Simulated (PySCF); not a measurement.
`C[C+](C)c1ccccc1` (charge +1). Structure optimised with GFN2-xTB, isolated species.

```
atom  x, y, z in Å
C1    -2.1151    0.8922   -0.7866
C2    -1.3017   -0.1048   -0.0838
C3    -2.0265   -1.2277    0.5194
C4     0.1036    0.0092    0.0062
C5     0.7642    1.2258   -0.3102
C6     2.1309    1.3327   -0.2073
C7     2.8936    0.2353    0.1851
C8     2.2731   -0.9739    0.4899
C9     0.9052   -1.0886    0.4173
H10   -3.0588    0.4635   -1.1205
H11   -1.6035    1.3634   -1.6219
H12   -2.3757    1.6855   -0.0762
H13   -3.0629   -0.9625    0.7227
H14   -1.5577   -1.6148    1.4204
H15   -2.0598   -2.0473   -0.2076
H16    0.1890    2.0943   -0.5879
H17    2.6151    2.2702   -0.4326
H18    3.9673    0.3213    0.2547
H19    2.8691   -1.8232    0.7854
H20    0.4452   -2.0402    0.6305
```

Problem. Which two atoms are farthest apart?

Solution. H13···H18 and H10···H18, 7.162 Å down to 7.161 Å.

Problem. How far are the heavy atoms from their best plane (unweighted least squares)?

Solution. 0.120 Å rms; C1 0.21, C2 0.00, C3 0.21, C4 0.00, C5 0.10, C6 0.11, C7 0.00, C8 0.11, C9 0.10 Å (magnitudes).

Problem. Give the dihedral angles C2–C4–C9–H20, C7–C8–C9–C4, C1–C2–C4–C9.

Solution. C2–C4–C9–H20 2° (synperiplanar); C7–C8–C9–C4 1° (synperiplanar); C1–C2–C4–C9 -166° (antiperiplanar). Dihedral signs follow IUPAC: positive where, seen along the central bond, the front bond turns clockwise onto the rear one.

Problem. Where is the centre of mass (commonest isotopes), and what is the radius of gyration?

Solution. Mass 119.086 u; centre at (0.335, 0.028, 0.021) Å; Rg = √(Σ m r²/M) = 2.165 Å. As Ia + Ib + Ic = 2 Σ m r², the three principal moments sum to 1116.5 u·Å².

Problem. What is the repulsion energy of the bare nuclei, Σ ZA·ZB/RAB?

Solution. 412.88 Eh over 190 pairs, with full nuclear charges and distances in bohr; the largest single term is 13.86 Eh (C8 with C9, or a pair equal to it).

Problem. What are the angles C2–C1–H12, H11–C1–H12, C3–C2–C4, H13–C3–H15, H13–C3–H14, C2–C3–H13, C4–C5–C6, C6–C7–H18?

Solution. From the scalar product of the two bond vectors; for C2–C1–H12 it is -0.5036 Å² over 1.4661 × 1.0963 Å², cos θ = -0.3133. C2–C1–H12 108.3°; H11–C1–H12 107.2°; C3–C2–C4 121.8°; H13–C3–H15 106.1°; H13–C3–H14 110.0°; C2–C3–H13 111.1°; C4–C5–C6 120.8°; C6–C7–H18 120.0°.

Problem. How far apart are these pairs, which share no bond: C1···C4, C1···C7, C1···H14, C2···H11, C4···H17, H10···H14, H13···H14?

Solution. C1···C4 2.516 Å (2 bonds apart); C1···C7 5.144 Å (5 bonds apart); C1···H14 3.386 Å (3 bonds apart); C2···H11 2.148 Å (2 bonds apart); C4···H17 3.408 Å (3 bonds apart); H10···H14 3.610 Å (4 bonds apart); H13···H14 1.783 Å (2 bonds apart).

Problem. Write the matrix of distances between heavy atoms (Å, lower triangle).

Solution. 
```
C1    0.000
C2    1.466  0.000
C3    2.491  1.466  0.000
C4    2.516  1.413  2.516  0.000
C5    2.937  2.468  3.807  1.420  0.000
C6    4.308  3.723  4.936  2.430  1.375  0.000
C7    5.144  4.218  5.144  2.805  2.400  1.393  0.000
C8    4.936  3.723  4.307  2.430  2.785  2.414  1.393  0.000
C9    3.807  2.468  2.937  1.420  2.430  2.785  2.400  1.375  0.000
```

The point group is C2 within 0.08 Å; differences among equivalent distances and angles are scatter left by the optimiser. No GFN2-xTB frequencies stand behind this structure, so it isn't proved a minimum.

All values are computed, not measured.
